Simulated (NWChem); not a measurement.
System: SnNH$_{4}$Br; SMILES [NH2][SnH2][Br]

The following NWChem deck was run.

```
start job
memory heap 200 mb stack 900 mb global 1100 mb
geometry units angstroms noautoz
  Sn     0.294994     0.807053    -0.034920
  N     -1.603204     1.546936    -0.068370
  Br    -0.040921    -1.668098    -0.007294
  H      1.067550     1.229336    -1.497113
  H      1.223411     1.163778     1.365359
  H     -2.205174     1.078647     0.607733
  H     -1.651417     2.547907     0.118372
end
basis spherical
  * library def2-svpd
end
ecp
  Sn library def2-ecp
end
dft
  xc xcamb88 1.00 lyp 0.81 vwn_5 0.19 hfexch 1.00
  cam 0.33 cam_alpha 0.19 cam_beta 0.46
  iterations 150
end
tddft
  cis
  nroots 6
  notriplet
end
task tddft energy
```

Parts of the log:

```
             Northwest Computational Chemistry Package (NWChem) 7.3.0
             --------------------------------------------------------

 C1  symmetry detected

                             Geometry "geometry" -> ""
                             -------------------------

 Output coordinates in angstroms (scale by  1.889725989 to convert to a.u.)

  No.       Tag          Charge          X              Y              Z
 ---- ---------------- ---------- -------------- -------------- --------------
    1 Sn                  50.0000     0.30300261     0.81460962    -0.00130451
    2 N                    7.0000    -1.58190417     1.58591269    -0.06390985
    3 Br                  35.0000    -0.07357554    -1.65483284    -0.00546985
    4 H                    1.0000     1.11070120     1.23857945    -1.44388783
    5 H                    1.0000     1.20959888     1.14213608     1.42024456
    6 H                    1.0000    -2.20448279     1.12092014     0.59560173
    7 H                    1.0000    -1.61747465     2.58564388     0.13208068

 Effective nuclear repulsion energy (a.u.)     580.0081708747

                                 NWChem DFT Module
                                 -----------------

 Summary of "ao basis" -> "ao basis" (spherical)
 ------------------------------------------------------------------------------
       Tag                 Description            Shells   Functions and Types
 ---------------- ------------------------------  ------  ---------------------
 Sn                        def2-svpd                12       32   5s4p3d
 N                         def2-svpd                 8       20   4s2p2d
 Br                        def2-svpd                15       41   6s5p4d
 H                         def2-svpd                 4        8   2s2p

            General Information
            -------------------
          SCF calculation type: DFT
          Wavefunction type:  closed shell.
          No. of atoms     :     7
          No. of electrons :    68
           Alpha electrons :    34
            Beta electrons :    34
          Charge           :     0
          Spin multiplicity:     1
          Use of symmetry is: off; symmetry adaption is: off
          Maximum number of iterations: 150
          AO basis - number of functions:   125
                     number of shells:    51
          Convergence on energy requested:  1.00D-06
          Convergence on density requested:  1.00D-05
          Convergence on gradient requested:  5.00D-04

              XC Information
              --------------
                     Hartree-Fock (Exact) Exchange  1.000
                   CAM-Becke88 Exchange Functional  1.000
                      VWN V Correlation Functional  0.190 local
              Lee-Yang-Parr Correlation Functional  0.810

           Range-Separation Parameters
           ---------------------------
           Alpha           :  0.19
           Beta            :  0.46
           Gamma           :  0.33
           Short-Range HF  :     F

             Grid Information
             ----------------
          Grid used for XC integration:  medium
          Radial quadrature: Mura-Knowles
          Angular quadrature: Lebedev.
          Tag              B.-S. Rad. Rad. Pts. Rad. Cut. Ang. Pts.
          ---              ---------- --------- --------- ---------
          Sn                  1.45      123          12.0       590
          N                   0.65       49          12.0       434
          Br                  1.15      112          12.0       590
          H                   0.35       45          14.0       434
          Grid pruning is: on
          Number of quadrature shells:   464
          Spatial weights used:  Erf1

      Superposition of Atomic Density Guess
      -------------------------------------

 Sum of atomic energies:       -2877.42264639

      Non-variational initial energy
      ------------------------------

 Total energy =   -2842.335449
 1-e energy   =   -4617.216868
 2-e energy   =    1482.060932
 HOMO         =      -0.330839
 LUMO         =       0.003768

   convergence    iter        energy       DeltaE   RMS-Dens  Diis-err
 ---------------- ----- ----------------- --------- --------- ---------
 d= 0,ls=0.0,diis     1  -2845.3124542815 -3.14D+03  1.63D-02  5.08D-01
 d= 0,ls=0.0,diis     2  -2845.3263171360 -1.39D-02  5.98D-03  4.47D-01
 d= 0,ls=0.0,diis     3  -2845.3730111585 -4.67D-02  1.42D-03  2.01D-02
 d= 0,ls=0.0,diis     4  -2845.3749752615 -1.96D-03  3.54D-04  2.88D-03
 d= 0,ls=0.0,diis     5  -2845.3752750007 -3.00D-04  1.27D-04  4.60D-05
  Resetting Diis
 d= 0,ls=0.0,diis     6  -2845.3752811375 -6.14D-06  1.87D-05  2.98D-06
 d= 0,ls=0.0,diis     7  -2845.3752816616 -5.24D-07  8.15D-06  2.87D-07

         Total DFT energy =    -2845.375281661647
      One electron energy =    -4619.166046025936
           Coulomb energy =     1598.829430281100
    Exchange-Corr. energy =     -117.859152301722
 Nuclear repulsion energy =      292.820486384912

 Numeric. integr. density =       67.999966854305

                       DFT Final Molecular Orbital Analysis
                       ------------------------------------

 Vector   32  Occ=2.000000D+00  E=-3.533778D-01
              MO Center= -1.8D-01, -1.3D+00, -2.8D-02, r^2= 2.7D+00
   Bfn.  Coefficient  Atom+Function         Bfn.  Coefficient  Atom+Function
  ----- ------------  ---------------      ----- ------------  ---------------
    68      0.528333  3 Br px                65      0.497454  3 Br px
    62     -0.327621  3 Br px                36      0.192298  2 N  s
    39      0.145968  2 N  pz                 4     -0.110603  1 Sn s
    59      0.106424  3 Br px               119     -0.094660  7 H  s
    42     -0.092794  2 N  pz                35      0.088846  2 N  s

 Vector   33  Occ=2.000000D+00  E=-3.485662D-01
              MO Center= -6.5D-02, -1.2D+00, -4.6D-02, r^2= 2.8D+00
   Bfn.  Coefficient  Atom+Function         Bfn.  Coefficient  Atom+Function
  ----- ------------  ---------------      ----- ------------  ---------------
    70      0.534650  3 Br pz                67      0.500070  3 Br pz
    64     -0.329179  3 Br pz                94      0.120657  4 H  s
    61      0.106917  3 Br pz                39      0.099959  2 N  pz
    68     -0.097740  3 Br px                36      0.096702  2 N  s
    65     -0.090254  3 Br px                14     -0.081651  1 Sn pz

[...]

                                NWChem TDDFT Module
                                -------------------

            General Information
            -------------------
           No. of orbitals :     250
            Alpha orbitals :     125
             Beta orbitals :     125
        Alpha frozen cores :       0
         Beta frozen cores :       0
     Alpha frozen virtuals :       0
      Beta frozen virtuals :       0
         Spin multiplicity :       1
    Number of AO functions :     125
        Use of symmetry is : off
      Symmetry adaption is : off
         Schwarz screening :  0.10D-07

              XC Information
              --------------
              Hartree-Fock (Exact) Exchange   1.00
            CAM-Becke88 Exchange Functional   1.00
               VWN V Correlation Functional   0.19 local
       Lee-Yang-Parr Correlation Functional   0.81
           Alpha           :  0.19
           Beta            :  0.46
           Gamma           :  0.33

             TDDFT Information
             -----------------
          Calculation type : Tamm-Dancoff TDDFT
         Wavefunction type : Restricted singlets
          No. of electrons :      68
           Alpha electrons :      34
            Beta electrons :      34
              No. of roots :       6
          Max subspacesize :    5200
            Max iterations :     100
               Target root :       1
           Target symmetry : none
      Symmetry restriction : off
                 Algorithm : Optimal
        Davidson threshold :  0.10D-03

    6 smallest eigenvalue differences (eV)
--------------------------------------------------------
  No. Spin  Occ  Vir  Irrep   E(Occ)    E(Vir)   E(Diff)
--------------------------------------------------------
    1    1   34   35 a        -0.335    -0.007     8.912
    2    1   33   35 a        -0.349    -0.007     9.292
    3    1   32   35 a        -0.353    -0.007     9.423
    4    1   34   36 a        -0.335     0.013     9.471
    5    1   34   37 a        -0.335     0.026     9.802
    6    1   33   36 a        -0.349     0.013     9.851
--------------------------------------------------------

  Entering Davidson iterations
  Restricted singlet excited states

  Iter   NTrls   NConv    DeltaV     DeltaE      Time
  ----  ------  ------  ---------  ---------  ---------
    1      6       0     0.92E-01   0.10+100       28.2
    2     12       0     0.36E-01   0.14E-01       28.5
    3     18       0     0.14E-01   0.26E-02       28.3
    4     24       0     0.90E-02   0.51E-03       28.3
    5     30       0     0.42E-02   0.14E-03       28.3
    6     36       0     0.22E-02   0.36E-04       28.5
    7     42       2     0.13E-02   0.12E-04       28.3
    8     46       4     0.53E-03   0.25E-05       26.1
    9     48       5     0.22E-03   0.34E-06       23.8
   10     49       6     0.80E-04   0.45E-07       22.7
  ----  ------  ------  ---------  ---------  ---------
  Convergence criterion met

  Ground state a       -2845.375281661647 a.u.

  ----------------------------------------------------------------------------
  Root   1 singlet a              0.210848955 a.u.                5.7375 eV
  ----------------------------------------------------------------------------
     Transition Moments    X  0.16439   Y  0.05854   Z  0.25341
     Dipole Oscillator Strength                    0.0133072226
     Electric Quadrupole                           0.0000000332
     Magnetic Dipole                               0.0000006351
     Total Oscillator Strength                     0.0133078909

     Occ.   32  a   ---  Virt.   35  a       -0.26749
     Occ.   32  a   ---  Virt.   36  a       -0.08779
     Occ.   32  a   ---  Virt.   38  a       -0.05172
     Occ.   33  a   ---  Virt.   35  a       -0.32375
     Occ.   33  a   ---  Virt.   36  a       -0.05473
     Occ.   33  a   ---  Virt.   37  a       -0.05548
     Occ.   34  a   ---  Virt.   35  a        0.86844
     Occ.   34  a   ---  Virt.   36  a       -0.09360
     Occ.   34  a   ---  Virt.   37  a        0.11005
     Occ.   34  a   ---  Virt.   45  a       -0.07023
  ----------------------------------------------------------------------------
  Root   2 singlet a              0.215493571 a.u.                5.8639 eV
  ----------------------------------------------------------------------------
     Transition Moments    X -0.26022   Y -0.02538   Z  0.22294
     Dipole Oscillator Strength                    0.0169609191
     Electric Quadrupole                           0.0000000231
     Magnetic Dipole                               0.0000002635
     Total Oscillator Strength                     0.0169612058

     Occ.   32  a   ---  Virt.   35  a        0.21257
     Occ.   33  a   ---  Virt.   35  a       -0.88727
     Occ.   33  a   ---  Virt.   36  a       -0.14346
     Occ.   33  a   ---  Virt.   37  a       -0.12261
     Occ.   33  a   ---  Virt.   44  a        0.05071
     Occ.   33  a   ---  Virt.   45  a        0.09095
     Occ.   34  a   ---  Virt.   35  a       -0.28679
     Occ.   34  a   ---  Virt.   36  a       -0.09374
  ----------------------------------------------------------------------------
  Root   3 singlet a              0.219671832 a.u.                5.9776 eV
  ----------------------------------------------------------------------------
     Transition Moments    X -0.16444   Y  0.06770   Z -0.37337
     Dipole Oscillator Strength                    0.0250470691
     Electric Quadrupole                           0.0000002241
     Magnetic Dipole                               0.0000006063
     Total Oscillator Strength                     0.0250478995

     Occ.   29  a   ---  Virt.   36  a        0.05249
     Occ.   32  a   ---  Virt.   35  a       -0.66623
     Occ.   32  a   ---  Virt.   36  a       -0.23703
     Occ.   32  a   ---  Virt.   37  a       -0.08042
     Occ.   32  a   ---  Virt.   41  a        0.05513
     Occ.   32  a   ---  Virt.   45  a        0.06236
     Occ.   33  a   ---  Virt.   36  a       -0.08332
     Occ.   34  a   ---  Virt.   35  a       -0.28354
     Occ.   34  a   ---  Virt.   36  a       -0.59002
     Occ.   34  a   ---  Virt.   37  a       -0.06705
     Occ.   34  a   ---  Virt.   38  a        0.08341
     Occ.   34  a   ---  Virt.   41  a        0.08042
     Occ.   34  a   ---  Virt.   46  a        0.05392
  ----------------------------------------------------------------------------
  Root   4 singlet a              0.222379348 a.u.                6.0513 eV
  ----------------------------------------------------------------------------
     Transition Moments    X -0.50863   Y  0.03668   Z -0.37387
     Dipole Oscillator Strength                    0.0592750563
     Electric Quadrupole                           0.0000001202
     Magnetic Dipole                               0.0000010843
     Total Oscillator Strength                     0.0592762608

     Occ.   29  a   ---  Virt.   35  a        0.05874
     Occ.   29  a   ---  Virt.   36  a        0.07687
     Occ.   32  a   ---  Virt.   35  a        0.60254
     Occ.   32  a   ---  Virt.   36  a       -0.07240
     Occ.   32  a   ---  Virt.   37  a        0.05248
     Occ.   32  a   ---  Virt.   45  a       -0.06182
     Occ.   33  a   ---  Virt.   35  a        0.17575
     Occ.   34  a   ---  Virt.   35  a        0.18327
     Occ.   34  a   ---  Virt.   36  a       -0.71238
     Occ.   34  a   ---  Virt.   41  a        0.07413
     Occ.   34  a   ---  Virt.   43  a        0.06067
  ----------------------------------------------------------------------------
  Root   5 singlet a              0.252997360 a.u.                6.8844 eV
  ----------------------------------------------------------------------------
     Transition Moments    X  0.18281   Y -0.05316   Z  0.19333
     Dipole Oscillator Strength                    0.0124174685
     Electric Quadrupole                           0.0000005923
     Magnetic Dipole                               0.0000015060
     Total Oscillator Strength                     0.0124195668

     Occ.   32  a   ---  Virt.   37  a       -0.06588
     Occ.   34  a   ---  Virt.   35  a        0.12829
     Occ.   34  a   ---  Virt.   36  a        0.06261
     Occ.   34  a   ---  Virt.   37  a       -0.94075
     Occ.   34  a   ---  Virt.   38  a        0.17053
     Occ.   34  a   ---  Virt.   40  a       -0.14177
     Occ.   34  a   ---  Virt.   43  a       -0.06843
     Occ.   34  a   ---  Virt.   46  a        0.05081
  ----------------------------------------------------------------------------
  Root   6 singlet a              0.261531864 a.u.                7.1166 eV
  ----------------------------------------------------------------------------
     Transition Moments    X -0.08353   Y  0.01170   Z -0.03356
     Dipole Oscillator Strength                    0.0014368197
     Electric Quadrupole                           0.0000001085
     Magnetic Dipole                               0.0000007117
     Total Oscillator Strength                     0.0014376398

[...]
```

Level: CAM-B3LYP/def2-SVPD with def2 effective core potentials on Sn, TDA. The geometry was optimised at PBE0/def2-SVP. Not confirmed as a minimum by frequencies. def2 effective core potentials on Sn; no spin-orbit coupling.
